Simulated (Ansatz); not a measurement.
Species: TeCl₂, charge 0, singlet. TeCl2 (chloro tellurohypochlorite, SMILES Cl[Te]Cl).
B3LYP-D3(BJ)/def2-TZVP minimum from Ansatz (an electronic-structure program):
```
Te
Cl 1 2.3484
Cl 1 2.3484 2 99.46
```
Charge 0, spin multiplicity 1.

Quantity: atomisation energy (electronic, to ground-state atoms), in kcal/mol. Radicals and triplets start from unrestricted determinants; spin-orbit coupling is neglected. Cores are frozen in correlated methods (noble-gas shells, and filled d and f shells in the p block). Past Kr the def2 sets carry scalar-relativistic core potentials. CBS(X,Y): correlation extrapolated as X^-3, Hartree-Fock from the larger set. A bracket is a step between two methods taken in the basis named. Spin-orbit terms, left out, reach several kcal/mol for Br and I, and more for heavier atoms.

CCSD(T)/CBS(def2-TZVPP,def2-QZVPP) + [CCSDT(Q) - CCSD(T)]/def2-TZVPP (Ansatz) gives 130.4 kcal/mol.

Question: What does PBE/def2-TZVPD (Ansatz) give here, and how do the other levels compare?

Answer: PBE gives 139.7 kcal/mol, 9.3 kcal/mol above it. Differences of the others: B3LYP/def2-TZVPD (Ansatz) -5.9; PBE0/def2-TZVPD (Ansatz) -0.5; wB97M-V/def2-TZVPD (Ansatz) -1.6; B2PLYP/def2-TZVPD (Ansatz) -6.4; CCSD(T)/CBS(def2-TZVPP,def2-QZVPP) (Ansatz) -0.4 kcal/mol.
